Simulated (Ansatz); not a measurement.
```yaml
crystal:
  periodic: [false, false, false]
  atoms:
    - {symbol: C, position_ang: [-1.670332, -2.370278, 0.522431]}
    - {symbol: C, position_ang: [-0.229072, -2.104335, 0.098127]}
    - {symbol: C, position_ang: [0.262623, -0.780165, 0.580986]}
    - {symbol: C, position_ang: [0.620230, 0.287360, -0.134561]}
    - {symbol: C, position_ang: [0.619704, 0.342399, -1.630592]}
    - {symbol: C, position_ang: [1.062315, 1.547439, 0.556577]}
    - {symbol: C, position_ang: [0.128290, 2.732706, 0.334042]}
    - {symbol: H, position_ang: [-1.777044, -2.308926, 1.608841]}
    - {symbol: H, position_ang: [-1.999592, -3.364215, 0.209721]}
    - {symbol: H, position_ang: [-2.346391, -1.632758, 0.083277]}
    - {symbol: H, position_ang: [-0.147745, -2.183878, -0.987974]}
    - {symbol: H, position_ang: [0.411609, -2.893259, 0.511139]}
    - {symbol: H, position_ang: [0.308083, -0.683453, 1.666040]}
    - {symbol: H, position_ang: [-0.097168, 1.083425, -1.997376]}
    - {symbol: H, position_ang: [0.371530, -0.612120, -2.091695]}
    - {symbol: H, position_ang: [1.603397, 0.650977, -2.000730]}
    - {symbol: H, position_ang: [1.151552, 1.352984, 1.628920]}
    - {symbol: H, position_ang: [2.066054, 1.816891, 0.202720]}
    - {symbol: H, position_ang: [0.068505, 3.011124, -0.720411]}
    - {symbol: H, position_ang: [0.476331, 3.609930, 0.884352]}
    - {symbol: H, position_ang: [-0.882888, 2.498174, 0.676177]}
basis:
  gaussian: {orbitals: x2c-TZVPPall}
magnetization: {spin_polarized: true, initial_magnetization: 2}
hamiltonian: {xc: {name: BHLYP}}
kpoints: {mp_grid: {grid: [2, 2, 2]}}
output: {forces: true}
```

```sh
$ ansatz run in.yaml --threads 2 --pin off --events-out ev --progress --plain --max-ram 32768MiB --backend cuda --devices 0, --max-vram 18GiB
```

**Question.** How does Ansatz answer? (An estimate is asked.)

**Answer.** The calculation gave: The program refused the input.
```
Error: invalid value for `basis.gaussian`: such a run doesn't read kpoints; remove what it names
```
